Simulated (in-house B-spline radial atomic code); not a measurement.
RPA and G0W0 for the copper ion Cu⁺, [Ar] 3d10, as one setting changes: the share of exact exchange in the PBE hybrid start. A dash marks a level of low quasi-particle weight. Computed with an all-electron radial atomic-structure program (B-spline basis): all electrons, scalar-relativistic (spin-free one-electron X2C), finite nucleus, each spin shell either full or empty, empty states to l = 9 with an (l + 1/2)⁻⁴ tail; G0W0 by contour deformation at full frequency.

```tsv
share of exact exchange in the PBE hybrid start	mean-field level (eV)	G0W0 level (eV)	RPA correlation (Eh)
0	-13.659	-	-2.2021
0.1	-14.517	-	-2.1698
0.2	?	?	?
0.3	-16.279	3d -20.247	-2.1129
0.4	-17.182	3d -20.265	-2.0868
0.5	-18.098	3d -20.242	-2.0618
0.6	-19.029	3d -20.190	-2.0379
0.7	-19.972	3d -20.116	-2.015
0.8	?	?	?
0.9	-21.899	3d -19.915	-1.9715
1	-22.881	3d -19.795	-1.951
```

(1) What belongs in the row for 0.2?

(2) What belongs in the row for 0.8?

(3) At what share of exact exchange does G0W0 leave the highest level unchanged?

## Answers

(1) mean-field level (eV): -15.391; G0W0 level (eV): -; RPA correlation (Eh): -2.1405.

(2) mean-field level (eV): -20.929; G0W0 level (eV): 3d -20.023; RPA correlation (Eh): -1.9929.

(3) Near 0.71, where the shift changes sign (-0.143 eV at 0.7, +0.906 eV at 0.8).
